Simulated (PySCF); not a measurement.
CH7BN2O, SMILES CNB(N)O. Coordinates come from a PBE0-D3(BJ)/def2-SVP optimisation. The structure was generated by enumeration, and PubChem lists no compound with its InChIKey, so it may never have been made. The values are those of a single conformer.

The numbers are results of PBE0-D3(BJ)/def2-SVP in PySCF, not measurements.

Harmonic wavenumbers (cm⁻¹): 110, 139, 230, 276, 314, 401, 446, 493, 495, 639, 819, 890, 995, 1101, 1144, 1193, 1332, 1414, 1465, 1472, 1483, 1550, 1599, 2996, 3084, 3133, 3666, 3668, 3779, 3950. Rotational constants (GHz): 8.628, 3.698, 2.636; symmetry number 1.

Work out the zero-point energy and the ideal-gas rigid-rotor harmonic-oscillator thermochemistry at 298.15 K and 1 atm.

ZPE = ½ Σ hcν = ½ × 44273 cm⁻¹ = 264.81 kJ/mol. H − E(el) = 285.73 kJ/mol. Entropy in J/(mol K): translation 162.41, rotation 107.74, vibration 63.00, total 333.14. G − E(el) = 186.41 kJ/mol. Cp = 109.32 J/(mol K). Modes under 150 cm⁻¹ make the vibrational entropy uncertain.
